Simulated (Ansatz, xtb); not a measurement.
## Relative energy of two isomers of BClOSi

We compare a, `ClB1O[Si]1`, a singlet, with b, `O=B[Si]Cl`, a singlet. Both are isolated molecules in the gas phase, relaxed with B3LYP-D4/def2-TZVP; the shapes shown needn't be the lowest conformers.

a (Å):

```xyz
4

B    -0.4889    0.1158   -0.2509
Cl   -1.0582   -1.5211   -0.3978
O    -0.3166    0.8344    0.8869
Si    0.1615    1.9269   -0.3853
```

b (Å):

```yaml
atoms:
  - { symbol: B, position_ang: [-0.6263, -0.7127, 0.6765] }
  - { symbol: Cl, position_ang: [1.2690, 1.3067, -0.6207] }
  - { symbol: O, position_ang: [-1.1659, -1.7679, 0.4605] }
  - { symbol: Si, position_ang: [0.2312, 1.0960, 1.1800] }
```

Quicker runs give these differences E(b) − E(a): GFN2-xTB −22.5 kcal/mol; HF/STO-3G −19.8 kcal/mol (at GFN2-xTB geometries); r2SCAN-D4/def2-SVP +0.4 kcal/mol (at GFN2-xTB geometries).

Problem. Estimate E(b) − E(a) at the level CCSD(T)/def2-TZVPP.

Solution. Calculated at CCSD(T)/def2-TZVPP: E(b) − E(a) = −3.9 kcal/mol, so structure b lies lower.

The same difference at several levels:

```csv
level,geometry,E(b) − E(a) (kcal/mol),departure from the last row (kcal/mol),"job, with rough time for the two"
GFN2-xTB,GFN2-xTB,−22.5,−18.5,"optimisation, 0.17 s"
HF/STO-3G,GFN2-xTB,−19.8,−15.8,"single point, 0.2 s"
r2SCAN-D4/def2-SVP,GFN2-xTB,+0.4,+4.3,"single point, 1 s"
B3LYP-D4/def2-TZVP,B3LYP-D4/def2-TZVP,−5.9,−1.9,"optimisation, 19 s"
HF/def2-TZVPP,B3LYP-D4/def2-TZVP,−6.5,−2.6,part of the CCSD(T) run
MP2/def2-TZVPP,B3LYP-D4/def2-TZVP,−3.4,+0.6,part of the CCSD(T) run
CCSD(T)/def2-TZVPP,B3LYP-D4/def2-TZVP,−3.9,,"single point, 16 s"
```

As drawn, b has 1 B=O, 1 Cl–Si in place of 1 B–Cl, 1 B–O, 1 O–Si. Structure a has a 3-membered ring, b no ring.

r2SCAN-D4/def2-SVP finds them nearly level. The largest departure from CCSD(T)/def2-TZVPP is that of GFN2-xTB, 18.5 kcal/mol.

With harmonic frequencies from B3LYP-D4/def2-TZVP (ideal gas, rigid rotor, one conformer each, 400 K, 1 atm): on the last row, ΔE + ΔZPE = −4.3, ΔH = −3.8, ΔG = −5.6 kcal/mol.

The correlated steps freeze 12 core orbitals. Programs: Ansatz 0.2.0, xtb 6.7.1; the last row on 2 threads of Intel(R) Xeon(R) 6975P-C (Granite Rapids) on a shared host.
